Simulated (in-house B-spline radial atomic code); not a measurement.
# Ionising Ir XIV (Ir13+) with different functionals

Computed with a radial B-spline atomic code at the basis-set limit: scalar-relativistic (spin-free X2C) Hamiltonian, Fermi nucleus of rms radius 5.4032 fm, spin-polarised at highest spin, spherical fractional occupations for the functionals. The ionisation energy is the difference of two self-consistent energies, [Kr] 4d10 4f14 5s2 5p2 → [Kr] 4d10 4f14 5s2 5p1, without Breit or QED terms; ε is the level of the shell that loses the electron (its least bound occupied spin orbital). There is no spin-orbit coupling in this Hamiltonian.

Hybrids are left out here: with spherical fractional occupations of an open shell their exact exchange keeps a self-interaction that integer-occupation calculations don't have.

| method | rung | ΔSCF (eV) | -ε(5p) (eV) |
| --- | --- | --- | --- |
| BP86 | GGA | ? | ? |
| BLYP | GGA | 286.31 | 275.36 |
| PBE | GGA | ? | ? |
| revTPSS | meta-GGA | 286.24 | 275.54 |

Problem. What does PBE give?

Solution. ΔSCF 286.23 eV, and -ε(5p) = 275.38 eV.

Problem. What does BP86 give?

Solution. ΔSCF 286.41 eV, and -ε(5p) = 275.54 eV.

Problem. How do they compare with the NIST value?

Solution. NIST lists 303 eV ± 15 (tabulated theory, ground level to ground level). Errors run from -16.77 to -16.59 eV; all lie within about twice that uncertainty, so the table can't rank the methods.
